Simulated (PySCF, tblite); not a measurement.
Species: C₃H₁₁F₂NSi₃.
Cartesian coordinates in Å at the GFN2-xTB level; atoms count from 1:
```
atom  x, y, z in Å
F1    -1.3393    1.1836   -2.5137
C2    -0.8921    0.4822   -1.3969
C3    -2.0211   -0.4042   -0.8822
Si4   -1.4651   -1.2429    0.7491
Si5    0.0252    0.4522    1.2119
F6    -0.2767    1.3543    2.5304
N7     1.7216    0.1605    1.3461
Si8    2.8095   -0.5874    0.2164
C9    -0.3932    1.4651   -0.3476
H10   -0.0609   -0.1352   -1.7650
H11   -2.8917    0.2316   -0.7063
H12   -2.3049   -1.1112   -1.6616
H13   -0.8940   -2.5653    0.4564
H14   -2.6394   -1.4580    1.6028
H15    2.0885    0.2999    2.2735
H16    2.5600    0.0081   -1.0954
H17    2.5576   -2.0330    0.1563
H18    4.1543   -0.2995    0.7107
H19   -1.1913    2.1803   -0.1409
H20    0.4481    2.0296   -0.7471
```

Computed, not measured: PBE0/pcSseg-1 in PySCF (dipole) on a GFN2-xTB geometry, gas phase.

Masses are those of the commonest isotopes; rigid-rotor values at the optimised geometry. The values belong to one conformer with, in the numbering `[F:1][C@@H:2]1[CH2:3][SiH2:4][Si@@:5]([F:6])([NH:7][SiH3:8])[CH2:9]1`, Si4–Si5–N7–Si8 55°, F1–C2–C3–Si4 -175°, C2–C3–Si4–Si5 26°, C3–Si4–Si5–F6 115°, Si4–Si5–C9–C2 -27°.

Q: Give the principal moments of inertia and the rotational constants in cm⁻¹.

A: Ia = 457.37, Ib = 719.38, Ic = 843.80 u·Å²; 505379 MHz·u·Å²/I gives 1105, 702.5 and 598.9 MHz, that is A = 0.03686, B = 0.02343, C = 0.01998 cm⁻¹.

Q: Classify the top.

A: An asymmetric top: κ = (2 × 702.5 − 1105 − 598.9)/(1105 − 598.9) = -0.59.

Q: What does the inertial defect say?

A: Not planar: Δ = Ic − Ia − Ib = -332.95 u·Å². For a rigid frame Δ = −2 Σ m c², so Σ m c² = 166.47 u·Å² lies off the ab plane: 24.36 from hydrogen and 142.11 from heavier atoms. The atom farthest from that plane is 2.74 Å away.

Q: Give the other two planar moments, Paa and Pbb, and the rms extents of the mass along the axes.

A: Paa = Σ m a² = (Ib + Ic − Ia)/2 = 552.90 and Pbb = Σ m b² = (Ia + Ic − Ib)/2 = 290.90 u·Å². With the mass M = 183.02 u, the rms extents √(P/M) along a, b and c are 1.74, 1.26, 0.95 Å.

Q: Which lines would a microwave search look for?

A: The dipole components are |μa| = 1.72 D, |μb| = 0.11 D, |μc| = 1.40 D. The squared components, which scale the intensities, stand as 1.00 : 0.00 : 0.66 (a : b : c). Some lines, for components of 0.1 D or more:

```
type  branch         J(Ka,Kc)   MHz  lower level (cm⁻¹)
   b       Q  2(1,1) ← 2(0,2)   627               0.130
   b       Q  3(1,2) ← 3(0,3)   838               0.258
   b       Q  4(3,1) ← 4(2,2)  2102               0.502
   b       Q  5(3,3) ← 5(2,4)  2407               0.710
   a       R  3(2,1) ← 2(2,0)  3971               0.191
   c       Q  5(5,1) ← 5(4,1)  4051               0.895
   b       Q  5(5,0) ← 5(4,1)  4051               0.895
   c       R  3(2,2) ← 2(1,2)  5422               0.140
   b       R  3(3,1) ← 2(2,0)  6168               0.191
   b       R  4(2,3) ← 3(1,2)  6256               0.286
   a       R  5(1,4) ← 4(1,3)  6669               0.465
   c       R  4(3,1) ← 3(2,1)  7446               0.324
   c       R  4(4,0) ← 3(3,0)  8387               0.397
   b       R  5(4,2) ← 4(3,1)  9686               0.572
   c       R  5(4,1) ← 4(3,1)  9688               0.572
```

Its lowest GFN2-xTB frequency is 10 cm⁻¹, too small to tell a flat minimum from a shallow saddle. Constants of a rigid frame at the computed geometry: no zero-point averaging, no centrifugal distortion. A rigid rotor knows nothing of internal rotation, which can split or shift real lines. Quadrupole hyperfine structure (14N) is left out.

Hardware: an Arm Neoverse V1 with one thread, shared host with 32 logical CPUs at a one-minute load of 24. Cost: 57 s wall, 1.1 GiB resident at most. This is the PBE0/pcSseg-1 job that gave the dipole, with the shieldings it also computed.
